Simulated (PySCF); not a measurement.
# Yb³⁶⁺: ionisation energy

Yb³⁶⁺ [Ar] 3d10 4s2 4p4 (3P) → Yb³⁷⁺ [Ar] 3d10 4s2 4p3 (4S), as a difference of total energies. Calculation: PySCF 2.14, in an even-tempered Gaussian basis (18 s from 3.2 bohr⁻², ratio 2.5; 12 p from 4.1 bohr⁻², ratio 2.5; 8 d from 7.3 bohr⁻², ratio 2.5; 4 f from 23 bohr⁻², ratio 2.7; 4 g from 35 bohr⁻², ratio 2.7); the non-relativistic Hamiltonian (point nucleus). Correlated levels: outer shells: [Ne] frozen; virtual orbitals above 40 to 60 times the deepest correlated orbital energy dropped. The calculations carry no spin-orbit coupling.

```tsv
method	ionisation energy (eV)
UHF	1593.9
LDA	1597.6
PBE	1596.9
PBE0	1596.6
r2SCAN	1596.3
M06-L	1595.2
revPBE	1596.6
MP2 (outer shells)	1595.3
SCS-MP2 (outer shells)	1595.3
```

Spin-orbit coupling is strong in these open shells (close to jj coupling). The scalar numbers leave it out and a first-order estimate fails, so it can dominate the gap to the real levels.

The gap to the reference is mostly relativistic.

For comparison: 1618 ± 5 eV (theoretical estimate listed by NIST; NIST Atomic Spectra Database, ionization energies).
